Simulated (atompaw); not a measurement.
What one change does to a pseudopotential (strontium (Sr), PAW (atompaw))

```
Element                 : Sr (Z = 38)
Generator               : atompaw 4.2.0.5
Type                    : PAW
Functional              : LDA (PW92)
Relativity              : scalar-relativistic
Frozen core             : [Ar] 3d10
Valence charge          : 10
Reference configuration : 4s2 4p6 4d0 5s2 5p0
Partial waves           : 4s (bound): rc 1.45 bohr; 5s (bound): rc 3.00 bohr; 4p (bound): rc 2.60 bohr; 5p (bound, empty): rc 3.00 bohr; 4d (bound, empty): rc 2.90 bohr; 4d channel at 2.05 Ry: rc 3.00 bohr
Local potential         : ultrasoft scheme with l = 3 at 0 Ry, radius 2.20 bohr
Core correction         : smooth core density matched at 2.70 bohr
Augmentation charge     : besselshape compensation charge, radius 2.90 bohr; PAW radius 3.00 bohr; waves and projectors: custom polynom2 7 10 vanderbiltortho
```

All-electron outer shells of the reference configuration (LDA (PW92), scalar-relativistic, ld1.x):

| shell | level (eV) | outermost node (bohr) | outermost maximum (bohr) |
| --- | --- | --- | --- |
| 3p | -255.74 | 0.19 | 0.43 |
| 3d | -128.23 | – | 0.38 |
| 4s | -40.92 | 0.59 | 1.19 |
| 4p | -22.86 | 0.61 | 1.32 |
| 5s | -3.64 | 1.65 | 3.62 |
| 4d | -1.40 | 0.65 | 2.14 |
| 5p | -1.32 | 1.96 | 4.89 |

Change: all radii scaled by about 1.08 (s 1.56, p 2.80, d 3.12 bohr); local potential ultrasoft scheme with l = 3 at 0 Ry, radius 2.38 bohr; augmentation besselshape compensation charge, radius 3.12 bohr; PAW radius 3.24 bohr; waves and projectors: custom polynom2 7 10 vanderbiltortho; core correction smooth core density matched at 2.92 bohr.

Cutoffs: the cutoffs (Ry, on a coarse ladder) from which the occupation-weighted sum of valence levels, in a spherical-Bessel basis at the reference potential, stays within 10 and 1 mRy of its value at 400 Ry; they do not see the model core or the augmentation charge, which bear on the density cutoff.

Q: What does the change do?

A: The potential gets softer (25 Ry and 55 Ry → 21 Ry and 45 Ry); neither file shows a bound ghost. A larger radius leaves more room for a smooth pseudo-wave, so fewer plane waves are needed.

```csv
quantity,base,changed
"cutoff, loose",25 Ry,21 Ry
"cutoff, tight",55 Ry,45 Ry
loose cutoff by channel (10 mRy a level),"s 8 Ry, p 12 Ry","s 8 Ry, p 10 Ry"
bound ghosts,none,none
lowest overlap eigenvalue by channel,"s 0.38, p 0.70, d 0.87","s 0.35, p 0.72, d 0.84"
```

 The cutoffs see the waves, projectors and local potential, not the compensation charge or the core.
